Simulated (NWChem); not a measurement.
System: C2H4FNSi; SMILES [SiH2]1[C@@H](N=C1)F

Here is an NWChem input.

```
start job
memory heap 200 mb stack 900 mb global 1100 mb
geometry units angstroms noautoz
  F      0.486890    -1.861382    -0.229557
  C      0.034665    -0.773454     0.446318
  N     -1.281581    -0.332272    -0.026624
  C     -1.129949     0.932188    -0.215809
  Si     0.739743     0.977808     0.025193
  H     -0.041672    -1.036074     1.516921
  H     -1.982037     1.569253    -0.491027
  H      1.395287     1.858174     1.042698
  H      1.511927     1.037038    -1.249612
end
basis spherical
  * library def2-svp
end
dft
  xc xctpssh
  iterations 150
  mulliken
end
task dft energy
```

Output (shortened):

```
             Northwest Computational Chemistry Package (NWChem) 7.3.0
             --------------------------------------------------------

 C1  symmetry detected

                             Geometry "geometry" -> ""
                             -------------------------

 Output coordinates in angstroms (scale by  1.889725989 to convert to a.u.)

  No.       Tag          Charge          X              Y              Z
 ---- ---------------- ---------- -------------- -------------- --------------
    1 F                    9.0000     0.37412979    -1.86415167    -0.24441651
    2 C                    6.0000     0.01138694    -0.75025436     0.44300782
    3 N                    7.0000    -1.29844180    -0.24026907     0.02457874
    4 C                    6.0000    -1.08699980     1.01322390    -0.17960246
    5 Si                  14.0000     0.79115687     0.95819579    -0.02019495
    6 H                    1.0000    -0.03224093    -1.00357674     1.51767603
    7 H                    1.0000    -1.91456050     1.69444375    -0.42195248
    8 H                    1.0000     1.53718200     1.80613102     0.96192063
    9 H                    1.0000     1.50902482     0.96969219    -1.32764956

 Effective nuclear repulsion energy (a.u.)     217.0066345670

                                 NWChem DFT Module
                                 -----------------

 Summary of "ao basis" -> "ao basis" (spherical)
 ------------------------------------------------------------------------------
       Tag                 Description            Shells   Functions and Types
 ---------------- ------------------------------  ------  ---------------------
 F                          def2-svp                 6       14   3s2p1d
 C                          def2-svp                 6       14   3s2p1d
 N                          def2-svp                 6       14   3s2p1d
 Si                         def2-svp                 8       18   4s3p1d
 H                          def2-svp                 3        5   2s1p

            General Information
            -------------------
          SCF calculation type: DFT
          Wavefunction type:  closed shell.
          No. of atoms     :     9
          No. of electrons :    46
           Alpha electrons :    23
            Beta electrons :    23
          Charge           :     0
          Spin multiplicity:     1
          Use of symmetry is: off; symmetry adaption is: off
          Maximum number of iterations: 150
          AO basis - number of functions:    94
                     number of shells:    44
          Convergence on energy requested:  1.00D-06
          Convergence on density requested:  1.00D-05
          Convergence on gradient requested:  5.00D-04

              XC Information
              --------------
                  TPSS hybrid Method XC Functional
                     Hartree-Fock (Exact) Exchange  0.100
                  TPSS metaGGA Exchange Functional  0.900
             TPSS03 metaGGA Correlation Functional  1.000

             Grid Information
             ----------------
          Grid used for XC integration:  medium
          Radial quadrature: Mura-Knowles
          Angular quadrature: Lebedev.
          Tag              B.-S. Rad. Rad. Pts. Rad. Cut. Ang. Pts.
          ---              ---------- --------- --------- ---------
          F                   0.50       49          11.0       434
          C                   0.70       49          10.0       434
          N                   0.65       49          10.0       434
          Si                  1.10       88           9.0       590
          H                   0.35       45          10.0       434
          Grid pruning is: on
          Number of quadrature shells:   464
          Spatial weights used:  Erf1

      Superposition of Atomic Density Guess
      -------------------------------------

 Sum of atomic energies:        -519.52197439

      Non-variational initial energy
      ------------------------------

 Total energy =    -521.812568
 1-e energy   =   -1147.813440
 2-e energy   =     408.994237
 HOMO         =      -0.262615
 LUMO         =      -0.037821

     ---------------------------------------------
      Total Density - Mulliken Population Analysis
     ---------------------------------------------

    Atom       Charge   Shell Charges
 -----------   ------   -------------------------------------------------------
    1 F    9     9.43   1.99  1.14  0.77  3.46  2.06  0.00
    2 C    6     5.63   1.99  0.93  0.29  1.64  0.70  0.07
    3 N    7     7.53   1.99  1.09  0.60  2.36  1.46  0.03
    4 C    6     5.94   1.99  0.99  0.36  1.77  0.79  0.05
    5 Si  14    13.48   2.00  1.99  1.03  0.27  5.94  1.12  0.97  0.16
    6 H    1     0.94   0.70  0.22  0.02
    7 H    1     0.92   0.68  0.22  0.02
    8 H    1     1.08   0.69  0.38  0.01
    9 H    1     1.06   0.69  0.36  0.01

   convergence    iter        energy       DeltaE   RMS-Dens  Diis-err
 ---------------- ----- ----------------- --------- --------- ---------
 d= 0,ls=0.0,diis     1   -522.3092838968 -7.39D+02  1.43D-02  6.14D-01
 d= 0,ls=0.0,diis     2   -522.2309849106  7.83D-02  8.71D-03  1.53D+00
 d= 0,ls=0.0,diis     3   -522.3864239696 -1.55D-01  2.43D-03  6.05D-02
 d= 0,ls=0.0,diis     4   -522.3891088762 -2.68D-03  1.40D-03  3.33D-02
 d= 0,ls=0.0,diis     5   -522.3929718785 -3.86D-03  2.51D-04  1.11D-03
  Resetting Diis
 d= 0,ls=0.0,diis     6   -522.3930835470 -1.12D-04  8.12D-05  7.21D-05
 d= 0,ls=0.0,diis     7   -522.3930920062 -8.46D-06  3.68D-05  3.04D-06
 d= 0,ls=0.0,diis     8   -522.3930915636  4.43D-07  2.13D-05  6.54D-06
 d= 0,ls=0.0,diis     9   -522.3930924077 -8.44D-07  3.59D-06  2.33D-07

         Total DFT energy =     -522.393092407665
      One electron energy =    -1150.639286397942
           Coulomb energy =      461.872034613401
    Exchange-Corr. energy =      -50.632475190122
 Nuclear repulsion energy =      217.006634566997

[...]
```

Level: TPSSh/def2-SVP. Geometry: optimised at PBE0/def2-SVP.
